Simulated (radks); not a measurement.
Values are calculated unless marked as measured or tabulated.
Species: Pt48+. Configuration: [Ar] 3d10 4s1 5d1 (not the ground configuration). Level of theory: scalar-relativistic Kohn-Sham, PBEsol, spin-polarised, spherical densities, point nucleus; open shells are filled with parallel spins first (spin-orbit coupling, left out, can overturn this in heavy ions) (a radial shooting solver on a logarithmic mesh with Libxc functionals).

Normalised radial functions P(r) = r R(r), r in bohr:

| r | 3d up | 4s up |
|---|---|---|
| 0.00156 | 0.0002 | 0.2909 |
| 0.00229 | 0.0005 | 0.3721 |
| 0.003362 | 0.0013 | 0.4595 |
| 0.004897 | 0.0035 | 0.5347 |
| 0.00719 | 0.0098 | 0.5681 |
| 0.01056 | 0.0268 | 0.5031 |
| 0.0155 | 0.0712 | 0.2737 |
| 0.02257 | 0.1770 | -0.1396 |
| 0.03314 | 0.4175 | -0.6459 |
| 0.04865 | 0.8837 | -0.8774 |
| 0.07085 | 1.5850 | -0.3772 |
| 0.104 | 2.3204 | 0.7737 |
| 0.1527 | 2.5076 | 1.2119 |
| 0.2242 | 1.7713 | -0.2862 |
| 0.3266 | 0.7023 | -1.9344 |
| 0.4794 | 0.1142 | -1.4130 |
| 0.7039 | 0.0051 | -0.2831 |
| 1.025 | 0.0000 | -0.0122 |
| 1.505 | 0.0000 | -0.0001 |

3d up: eigenvalue -4546.2 eV, 0 radial nodes, <r> = 0.165 bohr, 90 % of the charge inside 0.255 bohr. 4s up: eigenvalue -2769.0 eV, 3 radial nodes at r = 0.0202, 0.0812, 0.213 bohr, <r> = 0.363 bohr, 90 % of the charge inside 0.512 bohr.
